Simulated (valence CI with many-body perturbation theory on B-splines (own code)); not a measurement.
**Forbidden lines of Tm³⁶⁺**

Level of theory: configuration interaction combined with many-body perturbation theory (CI+MBPT): five valence electrons over a frozen Dirac-Fock core [Ar] 3d10, radial functions for each j: 9 s, 9 p, 8 d, 6 f, 3 g, 1 h, with the one-electron correlation potential Σ1, the two-electron term Σ2, the three-electron term Σ3, Breit, model QED; selected CI, second order for the rest (own B-spline code, finite nucleus).

No measured spectrum was set against this ion. As an estimate, large intervals hold to a few tenths of a per cent, small ones and those within an open d or f shell to about a per cent. Among the levels kept, up to 310 cm⁻¹ of a level comes from second order outside the variational space, and about a tenth of that is noise between levels of different J, which matters for small intervals.

Lines 1 to 19 of 19 in falling wavelength, among levels below 2493700 cm⁻¹, chosen from the decays that carry over 1 % of a level's rate. Wavelengths and rates use the calculated energies. Electric multipoles are in the length gauge, E1 and E2 with the static RPA response of the core. S is in atomic units (e²a₀⁴ for E2 and M2, e²a₀⁶ for E3), for M1 in squared Bohr magnetons. Weak lines are less certain than strong ones. Lines between different terms over intervals too small for the method are left out, as are lines whose strength nearly cancels.

Levels are named by their leading jj configuration (3d3/2^4 stands for four electrons in 3d with j = 3/2), which in mixed levels can hold well under half, so a name can repeat and another be missing. Letters in brackets count levels of one name in rising energy.

```tsv
λ vac (nm)	Upper	Lower	Type	A (s⁻¹)	S (a.u.)
86.56	(4s^2 4p1/2 4p3/2 4d5/2) J=9/2	(4s^2 4p1/2 4p3/2 4d3/2) J=7/2	M1	1.82e+04	4.39e+00
24.32	(4s^2 4p3/2^2 4d5/2) J=9/2	(4s^2 4p1/2 4p3/2 4d5/2) J=7/2 [b]	M1	5.80e+05	3.09e+00
22.10	(4s^2 4p1/2 4p3/2 4d5/2) J=9/2	(4s^2 4p1/2^2 4d5/2) J=5/2	E2	1.28e+04	6.04e-02
20.76	(4s^2 4p1/2 4p3/2^2) J=3/2	(4s^2 4p1/2^2 4p3/2) J=3/2	M1	2.20e+06	2.91e+00
20.47	(4s^2 4p3/2^3) J=3/2	(4s^2 4p1/2 4p3/2^2) J=1/2	M1	5.55e+05	7.06e-01
19.85	(4s^2 4p3/2^2 4d5/2) J=9/2	(4s^2 4p1/2 4p3/2 4d5/2) J=9/2	M1	1.01e+06	2.94e+00
19.85	(4s^2 4p3/2^2 4d5/2) J=9/2	(4s^2 4p1/2 4p3/2 4d5/2) J=9/2	E2	2.86e+04	7.89e-02
19.18	(4s^2 4p1/2 4p3/2^2) J=5/2	(4s^2 4p1/2^2 4p3/2) J=3/2	M1	3.92e+05	6.16e-01
19.18	(4s^2 4p1/2 4p3/2^2) J=5/2	(4s^2 4p1/2^2 4p3/2) J=3/2	E2	5.36e+04	7.45e-02
18.57	(4s^2 4p3/2^3) J=3/2	(4s^2 4p1/2 4p3/2^2) J=5/2	M1	7.13e+05	6.77e-01
18.57	(4s^2 4p3/2^3) J=3/2	(4s^2 4p1/2 4p3/2^2) J=5/2	E2	1.09e+05	8.60e-02
18.28	(4s^2 4p3/2^2 4d5/2) J=9/2	(4s^2 4p1/2 4p3/2 4d5/2) J=7/2 [a]	M1	8.48e+05	1.92e+00
18.28	(4s^2 4p3/2^2 4d5/2) J=9/2	(4s^2 4p1/2 4p3/2 4d5/2) J=7/2 [a]	E2	2.79e+04	5.10e-02
17.51	(4s^2 4p1/2 4p3/2^2) J=1/2	(4s^2 4p1/2^2 4p3/2) J=3/2	M1	1.52e+06	6.03e-01
17.51	(4s^2 4p1/2 4p3/2^2) J=1/2	(4s^2 4p1/2^2 4p3/2) J=3/2	E2	5.92e+04	1.74e-02
17.30	(4s^2 4p3/2^3) J=3/2	(4s^2 4p1/2 4p3/2^2) J=3/2	M1	3.06e+06	2.35e+00
17.08	(4s^2 4p1/2 4p3/2 4d5/2) J=9/2	(4s 4p1/2^2 4p3/2^2) J=5/2	E2	6.93e+03	9.00e-03
16.15	(4s^2 4p3/2^2 4d5/2) J=9/2	(4s^2 4p1/2 4p3/2 4d3/2) J=7/2	M1	5.77e+04	9.01e-02
8.262	(4s^2 4p1/2 4p3/2 4d5/2) J=9/2	(4s^2 4p1/2 4p3/2^2) J=5/2	M2	3.99e+03	1.37e-04
```
